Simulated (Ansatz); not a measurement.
Calculated with Ansatz (gas phase, PBE0-D4/def2-TZVP geometries, no zero-point term in ΔE). CBS: MP2 limit from def2 TZ/QZ plus the TZ coupled-cluster correction, frozen cores. DFT in def2-TZVPP. B3LYP here is the variant with VWN-RPA as its local correlation; programs differ in this. HSE06 is defined as in plane-wave codes. One conformer a species, not always the lowest.

`[BH2][AlH][BH]O` + `CC(C)C` → `BC(C)C` + `[CH3][AlH][BH]O`  (formal exchange of groups at a B–Al bond)

Is it downhill or uphill in electronic energy at CCSD(T)/CBS, and by how much? (An estimate is asked.)

Computed: Downhill: ΔE = -0.53 eV.

What do these levels give: revPBE-D4, B97M-V, CAM-B3LYP-D4, B3LYP, r2SCAN0, HSE06? (Estimate.)

Ansatz gave: revPBE-D4 -0.47, B97M-V -0.54, CAM-B3LYP-D4 -0.57, B3LYP -0.54, r2SCAN0 -0.55, HSE06 -0.51 eV.

What do rigid-rotor, harmonic-oscillator terms from PBE0-D4/def2-TZVP frequencies (298.15 K, 1 bar) make of the CCSD(T)/CBS value? (An estimate is asked.)

Ansatz gave: ΔZPE = -0.06 eV, ΔH = -0.58 eV, ΔS = 29 J/(mol·K), ΔG = -0.67 eV. Modes under 50 cm⁻¹ make the entropy rough.

Largest T1 diagnostic among the species: 0.014.

In def2-TZVPP, CCSD(T) changes the Hartree–Fock value by −0.05 eV (the triples alone add −0.01 eV) and MP2 by −0.14 eV. Leaving LDA and LC-ωPBE aside and taking each functional with its dispersion term where it has one, the values, not all of them listed here, spread over 0.14 eV, from ωB97M-V to revPBE-D4.
